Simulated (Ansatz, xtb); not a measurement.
**Relative energy of two structures of H2SiSn**

Structure X: a singlet given by its coordinates. Structure Y: a triplet given by its coordinates. Both are isolated molecules in the gas phase, relaxed with r2SCAN-D4/def2-TZVP.

X (Å):

```xyz
4

Si    0.5310    0.4399   -1.7069
Sn   -0.8411    0.8424    0.3295
H     0.5800   -0.4317   -0.3276
H     0.7546    1.6357   -0.6186
```

Close contacts (Å): Si1–Sn2 2.49, Si1–H3 1.63, Si1–H4 1.63, Sn2–H3 2.02, Sn2–H4 2.02.

Y (Å):

```yaml
atoms:
  - { symbol: Si, position_ang: [0.0345, -1.0600, 1.2653] }
  - { symbol: Sn, position_ang: [-1.0848, 1.0679, 0.4416] }
  - { symbol: H, position_ang: [-0.0301, -2.4202, 0.6456] }
  - { symbol: H, position_ang: [0.9001, -1.2230, 2.4746] }
```

Close contacts (Å): Si1–Sn2 2.54, Si1–H3 1.50, Si1–H4 1.50.

Task: Which of the two would you expect CCSD(T)/def2-TZVPP electronic energies to favour?

Result: Structure X; the calculation gives E(Y) − E(X) = +0.344 eV.

How the difference moves with the method:

| level | geometry | E(Y) − E(X) (eV) | departure from the last row (eV) | job, with rough time for the two |
| --- | --- | --- | --- | --- |
| r2SCAN-D4/def2-TZVP | r2SCAN-D4/def2-TZVP | +0.145 | −0.198 | optimisation, 41 s |
| HF/def2-TZVPP | r2SCAN-D4/def2-TZVP | −0.731 | −1.075 | part of the CCSD(T) run |
| MP2/def2-TZVPP | r2SCAN-D4/def2-TZVP | +0.393 | +0.049 | part of the CCSD(T) run |
| CCSD(T)/def2-TZVPP | r2SCAN-D4/def2-TZVP | +0.344 |  | single point, 32 s |

HF/def2-TZVPP puts the two in the other order. The largest departure from CCSD(T)/def2-TZVPP is that of HF/def2-TZVPP, 1.075 eV. At CCSD(T)/def2-TZVPP a singlet with the links of Y lies below this triplet. Levels run at GFN2-xTB geometries aren't shown.

With harmonic frequencies from r2SCAN-D4/def2-TZVP (ideal gas, rigid rotor, one conformer each, 298.15 K, 1 atm): on the last row, ΔE + ΔZPE = +0.344, ΔH = +0.363, ΔG = +0.319 eV.

Open shells are spin-unrestricted. The correlated steps freeze 9 core orbitals; the filled d shell of Sn is correlated, in a basis made for valence electrons. Atoms past krypton carry core potentials in the def2 sets and no spin–orbit term is included. ΔG holds the spin degeneracy. Programs: Ansatz 0.2.0; the last row on 1 thread of Intel(R) Xeon(R) 6975P-C (Granite Rapids) on a shared host.
